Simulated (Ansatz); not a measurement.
Born–Oppenheimer molecular dynamics of F2GeH2O (6 atoms, charge 0, multiplicity 1). It starts from a relaxed structure.

These are results of RKS PBE/def2-SVP in Ansatz, not measurements.

```json
{"ensemble": "NVT, Nosé–Hoover chain", "time step": "0.5 fs", "steps asked": "100", "set temperature": "400 K", "thermostat": "time constant 20 fs, chain length 5", "masses": "H 2.014 u", "seed": "762709"}
```

First frame:

```xyz
6
Properties=species:S:1:pos:R:3
Ge -0.060 -0.213 -0.077
F 0.063 -0.205 1.665
O 1.505 -0.634 -0.779
H 2.222 -0.051 -0.465
F -0.458 1.442 -0.466
H -1.138 -1.184 -0.569
```

Problem. How far do the bonds stretch over the last three quarters of this one trajectory? (Pairs bonded in most of those frames.)

Solution. 
| bond | mean (Å) | spread (Å) | shortest | longest |
| --- | --- | --- | --- | --- |
| Ge1–F2 | 1.753 | 0.017 | 1.73 | 1.77 |
| Ge1–O3 | 1.754 | 0.038 | 1.70 | 1.82 |
| Ge1–F5 | 1.787 | 0.061 | 1.67 | 1.86 |
| Ge1–H6 | 1.533 | 0.018 | 1.51 | 1.56 |
| O3–H4 | 0.976 | 0.011 | 0.95 | 0.99 |

Mean temperature of the second half: 327 K. The conserved energy stayed within 0.072 meV per atom of its start (net change 0.013 meV per atom), so the integration is sound. The mean temperature of the second half is 18 % below the set value. A run of 0.05 ps of so small a system gives no equilibrium averages.

Time of the run: 3.2 min on 1 thread of Arm Neoverse V1, on a shared host, peak memory 0.14 GiB.
